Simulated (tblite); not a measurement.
Compound: C6H7FGe.
Numbering: `[CH2:1]=[C:2]([GeH3:3])[C:4]#[C:5]/[CH:6]=[CH:7]\[F:8]` (hydrogens: H9, H10 on C1; H11, H12, H13 on Ge3; H14 on C6; H15 on C7)

Computed with GFN2-xTB (tblite), gas phase: L-BFGS steps from a force-field or distance-geometry start until the largest atomic force falls under 0.01 eV/Å.

Step 42: E = -624.1405 eV
```
atom  x, y, z in Å  |  force x, y, z in eV/Å
C1     -1.4664   -1.8591   -0.4057   -0.006  -0.016   0.023
C2     -1.2437   -0.5442   -0.3187   -0.010  -0.032  -0.027
Ge3    -2.7336    0.7392   -0.3602    0.004  -0.003  -0.007
C4      0.0614   -0.0341   -0.2120   -0.041   0.005   0.007
C5      1.1671    0.4443   -0.1009    0.010  -0.027   0.012
C6      2.4615    0.9663    0.0464   -0.015   0.027  -0.008
C7      3.5843    0.2646   -0.0892   -0.008  -0.017   0.019
F8      3.5922   -1.0412   -0.3908   -0.012  -0.029  -0.011
H9     -0.6650   -2.5827   -0.3945    0.003   0.029  -0.009
H10    -2.4703   -2.2482   -0.4819    0.009   0.014   0.006
H11    -2.9048    1.3206   -1.7312    0.016   0.002   0.039
H12    -2.5046    1.8783    0.5847   -0.004  -0.041  -0.022
H13    -4.0033    0.0308    0.0030    0.039   0.029  -0.013
H14     2.5383    2.0155    0.2911    0.018   0.040   0.002
H15     4.5825    0.6579    0.0323   -0.003   0.016  -0.011
```

Step 43: E = -624.1409 eV
```
atom  x, y, z in Å  |  force x, y, z in eV/Å
C1     -1.4687   -1.8617   -0.4041   -0.008  -0.006   0.018
C2     -1.2454   -0.5466   -0.3172    0.014  -0.036  -0.022
Ge3    -2.7328    0.7402   -0.3590    0.031  -0.023  -0.008
C4      0.0606   -0.0368   -0.2121   -0.042   0.004   0.003
C5      1.1672    0.4405   -0.1035    0.010  -0.016   0.011
C6      2.4607    0.9664    0.0433   -0.033   0.016  -0.004
C7      3.5851    0.2660   -0.0889   -0.017  -0.001   0.017
F8      3.5969   -1.0398   -0.3907   -0.012  -0.013  -0.003
H9     -0.6679   -2.5866   -0.3969   -0.008   0.042  -0.004
H10    -2.4737   -2.2489   -0.4780    0.015   0.010   0.005
H11    -2.8934    1.3251   -1.7281    0.009   0.010   0.020
H12    -2.5043    1.8749    0.5888    0.000  -0.024  -0.006
H13    -4.0043    0.0349   -0.0030    0.019   0.019  -0.010
H14     2.5343    2.0169    0.2865    0.019   0.013  -0.002
H15     4.5813    0.6636    0.0352    0.001   0.005  -0.016
```

Step 44: E = -624.1412 eV
```
atom  x, y, z in Å  |  force x, y, z in eV/Å
C1     -1.4703   -1.8635   -0.4028   -0.006   0.000   0.010
C2     -1.2465   -0.5486   -0.3167    0.023  -0.024  -0.013
Ge3    -2.7316    0.7402   -0.3582    0.042  -0.030  -0.009
C4      0.0596   -0.0381   -0.2122   -0.025   0.005  -0.001
C5      1.1671    0.4378   -0.1051    0.003  -0.005   0.010
C6      2.4599    0.9668    0.0413   -0.034   0.003   0.001
C7      3.5851    0.2668   -0.0884   -0.021   0.011   0.011
F8      3.5991   -1.0393   -0.3907   -0.012   0.006   0.006
H9     -0.6695   -2.5881   -0.3986   -0.005   0.034   0.001
H10    -2.4754   -2.2496   -0.4755    0.009   0.003   0.004
H11    -2.8855    1.3277   -1.7257    0.004   0.016   0.005
H12    -2.5043    1.8723    0.5911    0.005  -0.011   0.006
H13    -4.0047    0.0384   -0.0067    0.004   0.008  -0.007
H14     2.5323    2.0182    0.2838    0.015  -0.011  -0.007
H15     4.5804    0.6670    0.0368   -0.004  -0.006  -0.019
```

Question: Estimate the geometry and energy of step 45. (The exact step hangs on the optimiser's Hessian estimate; all steps are aligned on step 44, rigid shifts and turns removed.)

Answer: E = -624.1414 eV, largest force 0.044 eV/Å
```
atom  x, y, z in Å  |  force x, y, z in eV/Å
C1     -1.4718   -1.8650   -0.4016   -0.001   0.002   0.003
C2     -1.2469   -0.5506   -0.3165    0.019  -0.005  -0.005
Ge3    -2.7300    0.7396   -0.3578    0.037  -0.023  -0.008
C4      0.0585   -0.0392   -0.2123   -0.002   0.004  -0.003
C5      1.1669    0.4354   -0.1062   -0.007   0.004   0.008
C6      2.4587    0.9671    0.0397   -0.020  -0.008   0.006
C7      3.5848    0.2677   -0.0878   -0.021   0.016   0.004
F8      3.6008   -1.0386   -0.3906   -0.013   0.022   0.014
H9     -0.6709   -2.5887   -0.3999    0.006   0.016   0.006
H10    -2.4769   -2.2502   -0.4733   -0.002  -0.003   0.003
H11    -2.8788    1.3304   -1.7238    0.002   0.018  -0.004
H12    -2.5043    1.8698    0.5932    0.010  -0.005   0.013
H13    -4.0052    0.0413   -0.0097   -0.003   0.000  -0.008
H14     2.5309    2.0191    0.2813    0.008  -0.024  -0.009
H15     4.5797    0.6699    0.0377   -0.012  -0.013  -0.021
```

The energy changes by -0.0002 eV. The first-order estimate −F·Δx gives -0.0003 eV and the mean of the old and new forces, exact on a quadratic surface, -0.0002 eV. The step makes an angle of 75° with the force vector and moves no atom by more than 0.008 Å.

What follows is the cost of the whole relaxation. Hardware: Arm Neoverse N1, one thread, on a shared host. Cost: 1.1 s wall.
